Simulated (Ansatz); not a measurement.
```
atom    x (Å)    y (Å)   z (Å)
   H   1.2610   0.0000  0.0000
   H   1.0202   0.7412  0.0000
   H   0.3897   1.1993  0.0000
   H  -0.3897   1.1993  0.0000
   H  -1.0202   0.7412  0.0000
   H  -1.2610   0.0000  0.0000
   H  -1.0202  -0.7412  0.0000
   H  -0.3897  -1.1993  0.0000
   H   0.3897  -1.1993  0.0000
   H   1.0202  -0.7412  0.0000
```

Basis set: def2-SVP (spherical functions). All electrons are correlated. Charge 0, multiplicity 1.

Computed with Ansatz (development build ahead of 0.2.0); each method stands on the lowest determinant of its kind that the runs found. Restricted open shells among the atoms or ions are ROHF, correlated in semicanonical orbitals with singles.

Question: Give the atomization energy at this shape (free ground-state atoms in the same class of orbitals less the molecule, no zero-point energy) of singlet H10 by RHF-MP2, RHF.

Answer:

```tsv
method	atomization energy
RHF-MP2	11.57 eV
RHF	6.25 eV
```

Caution: no unrestricted run beside it, a lower state can exist; the shape is not the minimum.
